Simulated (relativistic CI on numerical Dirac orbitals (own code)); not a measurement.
Method of calculation: Dirac-Coulomb-Breit CI, KLI orbitals optimised for each configuration, model QED (radiative potential, 1s self-energy scaled to tabulated hydrogen-like ionisation energies), unscaled Slater integrals (own radial code, finite nucleus).

The strongest absorption lines from the ground level of an ion, among the configurations computed and to levels below about 916 eV (vacuum wavelength in Å, gf): 24.336 (0.73), 24.601 (0.75), 24.687 (1.1), 26.309 (0.045), 29.322 (0.21), 39.701 (0.72), 40.185 (0.36), 44.112 (0.027).

**Question.** Which ion is it?
A. Tm LIII
B. Ir LXI
C. Ta LVII
D. Tm LV

**Answer.** A. Tm LIII has 17 electrons and the ground level 3s²3p⁵ ²P°3/2; the strongest line goes to 3s²3p⁴3d ²D5/2. The pattern of lines fixes the number of electrons, and along that sequence the line energies rise steadily with the charge (about as its square where n changes within one kind of shell, about linearly where n is kept but much faster in heavy ions where fine structure, which grows about as Z⁴, sets the gap, and irregularly where shells cross), which fixes Z. Configurations outside the model, such as inner-shell arrays, can give stronger lines. At this charge energies of transitions that change n are usually good to better than 1 %, and those within a shell (Δn = 0) to a few per cent.

LS names give the leading component of a level, which can be under half, so a name can repeat, a term be missing and a line seem to break the LS rules.
